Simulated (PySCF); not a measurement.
AlClH4OSi, SMILES [Cl][Al]([SiH3])[OH].

Geometry: r2SCAN-D4/def2-SVP. The values are those of a single conformer.

The numbers are results of CAM-B3LYP/def2-TZVP (PySCF), not measurements.

The molecule is in vacuum.

Task: Estimate the frontier levels, gap, dipole moment and polarisability. (The exact figures need the calculation; the answer reports its results.)

Result: 
```json
{
 "highest_occupied_level": "-9.53 eV",
 "lowest_empty_level": "-0.31 eV",
 "orbital_gap": "9.22 eV",
 "dipole_moment": "0.81 D",
 "quadrupole, principal values (traceless, Buckingham form, about the centre of nuclear charge)": "-9.05, 4.09, 4.96 D·Å",
 "mean_static_polarisability": "69.3 bohr³ (10.27 Å³)",
 "polarisability_principal_values": "56.3, 67.3, 84.4 bohr³"
}
```
